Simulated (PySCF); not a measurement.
A computed series MOF

Computed with PySCF 2.14.0, PBE0, def2-SVP on the ligands, density fitting, scalar-relativistic core potentials, no spin-orbit coupling, vacuum. Each member is relaxed from one template within its symmetry. Distances are means of the shortest metal–ligand contacts, charges and spins Mulliken's. lcecp potentials hold a fixed number of 4f electrons in the core, out of states, spins and gaps.

```csv
metal,basis on the metal,point group,M–O (Å),M–F (Å),charge on M (e),dipole (D),"strongest infrared band, degenerate modes summed (cm⁻¹)",unstable modes (below −25 cm⁻¹)
La,lcecp-1-SVP with ECP46,Cs,1.906,2.144,0.97,7.55,808,0
Pr,lcecp-1-SVP with ECP48,Cs,1.882,2.112,0.92,7.49,816,0
Sm,lcecp-1-SVP with ECP51,Cs,1.854,2.075,0.91,7.55,823,0
Er,lcecp-1-SVP with ECP57,Cs,1.811,2.006,0.90,7.59,839,0
Lu,lcecp-1-SVP with ECP60,Cs,1.806,1.980,0.87,7.61,842,0
Bi,def2-SVP with ECP60,Cs,1.912,2.044,1.04,4.95,573,0
```

Q: What does the calculation give for Tb, lcecp-1-SVP with ECP54?

A: point group: Cs, M–O (Å): 1.832, M–F (Å): 2.041, charge on M (e): 0.91, dipole (D): 7.61, strongest infrared band, degenerate modes summed (cm⁻¹): 830, unstable modes (below −25 cm⁻¹): 0.
```xyz
3

Tb    0.0316    0.0000   -0.3382
O     1.5342    0.0000    0.7106
F    -1.6677    0.0000    0.7925
```

From La to Lu the M–O distance shrinks by 0.10 Å, the lanthanide contraction.

One start shape was tried for each, so a minimum needn't be the lowest isomer.
